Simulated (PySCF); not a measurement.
Ga(Me)(Cl) (CH3ClGa), SMILES [CH3][Ga][Cl], multiplicity 2. Geometry: B3LYP-D3(BJ)/def2-TZVP. The multiplicity is an assumed one; other spin states were not compared. The isomer is the one that the SMILES or the coordinates give; other isomers of the formula were not compared.

### Question
Give the equilibrium geometry at B3LYP-D3(BJ)/def2-TZVP (PySCF confirms it by a frequency run) as Cartesian coordinates in Å, and its point group. (Estimate from the structure and the level; the computed values follow.)

### Answer
point group Cs.
```xyz
6

Ga     0.4931    -0.3598     0.0000
C     -0.8992    -1.8386     0.0000
H     -1.5081    -1.6940    -0.8929
H     -1.5081    -1.6940     0.8929
H     -0.4347    -2.8209     0.0000
Cl    -0.3788     1.6702     0.0000
```
Charge 0, spin multiplicity 2.
